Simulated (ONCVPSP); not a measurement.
**phosphorus ONCV: all-electron and pseudo phase curves**

```json
{
 "Element": "phosphorus",
 "Generator": "ONCVPSP 4.0.1",
 "Type": "optimised norm-conserving Vanderbilt (ONCV)",
 "Functional": "PBE",
 "Relativity": "fully relativistic",
 "Frozen core": "[Ne]",
 "Valence charge": "5",
 "Reference configuration": "3s2 3p2.5 (charge +0.5)",
 "Partial waves": "3s: rc 1.55 bohr, ncon 4, nbas 7, qcut 4.7 1/bohr, 1 projector; 3p: rc 1.60 bohr, ncon 4, nbas 8, qcut 5.7 1/bohr, 2 projectors, debl 2.6 Ha",
 "Local potential": "polynomial inside 1.55 bohr (lpopt 5, dvloc0 -1 Ha)",
 "Core correction": "Teter function, fcfact 5.75, rcfact 1.3"
}
```

Open shells are filled in proportion to 2j + 1.

The phase is arctan(r·R′/R) of the radial function R(r), unwrapped; energies in Ha, scanned from -2 to 5 Ha. A pole is an energy at which the radial function vanishes at the test radius. The pseudo phase is shifted by a multiple of π to meet the all-electron one at the reference energy, and phase errors are pseudo minus all-electron; the curves can meet again beyond the range given. Levels narrower than the energy grid can be missing from the lists of poles.

For each channel, where are the poles, and over which energies does the pseudopotential scatter like the atom?

```tsv
channel	radius (bohr)	reference energy (Ha)	poles, all-electron	poles, pseudo	unbroken range about the reference energy with phases within 0.05 rad	phase error 1 Ha above the reference energy (rad)
s	1.57	-0.68	2.19	1.35, 4.08	below 1.0	-0.017
p3/2	1.62	-0.35	2.37	2.37	below 4.7	-0.001
p1/2	1.62	-0.36	2.36	2.36	below 4.7	-0.000
```

Phases in the s channel:

```json
{"E (Ha)": "-1.98", "all-electron": "0.672", "pseudo": "0.649"}
{"E (Ha)": "-1.62", "all-electron": "0.363", "pseudo": "0.341"}
{"E (Ha)": "-1.26", "all-electron": "-0.091", "pseudo": "-0.104"}
{"E (Ha)": "-0.90", "all-electron": "-0.567", "pseudo": "-0.569"}
{"E (Ha)": "-0.54", "all-electron": "-0.909", "pseudo": "-0.909"}
{"E (Ha)": "-0.18", "all-electron": "-1.122", "pseudo": "-1.127"}
{"E (Ha)": "0.18", "all-electron": "-1.258", "pseudo": "-1.271"}
{"E (Ha)": "0.54", "all-electron": "-1.351", "pseudo": "-1.375"}
{"E (Ha)": "0.90", "all-electron": "-1.419", "pseudo": "-1.461"}
{"E (Ha)": "1.26", "all-electron": "-1.471", "pseudo": "-1.547"}
{"E (Ha)": "1.62", "all-electron": "-1.514", "pseudo": "-1.672"}
{"E (Ha)": "1.98", "all-electron": "-1.551", "pseudo": "-2.117"}
{"E (Ha)": "2.34", "all-electron": "-1.585", "pseudo": "-4.186"}
{"E (Ha)": "2.70", "all-electron": "-1.616", "pseudo": "-4.501"}
{"E (Ha)": "3.06", "all-electron": "-1.648", "pseudo": "-4.595"}
{"E (Ha)": "3.42", "all-electron": "-1.681", "pseudo": "-4.648"}
{"E (Ha)": "3.78", "all-electron": "-1.716", "pseudo": "-4.686"}
{"E (Ha)": "4.14", "all-electron": "-1.758", "pseudo": "-4.718"}
{"E (Ha)": "4.50", "all-electron": "-1.810", "pseudo": "-4.746"}
{"E (Ha)": "4.86", "all-electron": "-1.878", "pseudo": "-4.774"}
```
